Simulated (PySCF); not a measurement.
Te(F)(Et), SMILES CC[Te]F (PBE0/def2-SVP optimised geometry):

```
9

Te    -1.883    -0.443     0.000
F     -1.948     1.509     0.000
C      0.270    -0.443     0.000
C      0.850     0.387     1.127
H      0.581    -0.077    -0.989
H      0.549    -1.509     0.064
H      0.597    -0.033     2.112
H      0.460     1.414     1.088
H      1.948     0.435     1.043
```

Level of theory: PBE0/def2-TZVP, def2 effective core potentials past Kr (PySCF 2.14.0).

Problem. What are the frontier orbital energies and the dipole moment?

Solution. HOMO-2 -10.22 eV, HOMO-1 -8.55 eV, HOMO -6.17 eV, LUMO -2.19 eV, LUMO+1 -0.11 eV; dipole moment 2.78 D.
